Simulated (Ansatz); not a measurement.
Ansatz (an electronic-structure program) input:

Ansatz 0.2 input:
```yaml
crystal:
  periodic: [false, false, false]
  atoms:
    - {symbol: Ag, position_ang: [-0.00000000, -0.00000000, -1.43375140]}
    - {symbol: I, position_ang: [0.00000000, 0.00000000, 1.27143992]}
basis:
  gaussian:
    orbitals: def2-SVPD
total_charge: 1
magnetization: {spin_polarized: true, initial_magnetization: 1}
correlation: {method: ccsd_t, electrons: outside_noble_gas}
output: {forces: true}
```

**Question.** Which total energy does the run end on?

**Answer.** -442.83869 Eh (CCSD(T)/def2-SVPD). The basis has 69 functions.

The spin state was set by rule; other spins were not relaxed.
